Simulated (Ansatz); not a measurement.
Species: CH$_{4}$OSi$_{2}$, SMILES `O=C[SiH]=[SiH2]` (O–C–Si–Si torsion 21°) (charge 0, multiplicity 1).

Task: Give a relaxed geometry from B3LYP-D3(BJ)/def2-TZVP run with Ansatz (a quantum-chemistry and plane-wave program).

Result: One answer among several that fit: the end point of this relaxation, one of several conformers (outside a Z-matrix the atoms follow the SMILES, hydrogens last).
Z-matrix (Å, degrees):
```
Si
H 1 1.4799
C 1 1.9093 2 114.59
O 3 1.2088 1 123.29 2 -171.96
H 3 1.1141 4 119.97 1 178.82
Si 1 2.1571 2 120.43 3 -150.42
H 6 1.4739 1 121.44 2 175.73
H 6 1.4763 7 113.82 1 -158.05
```
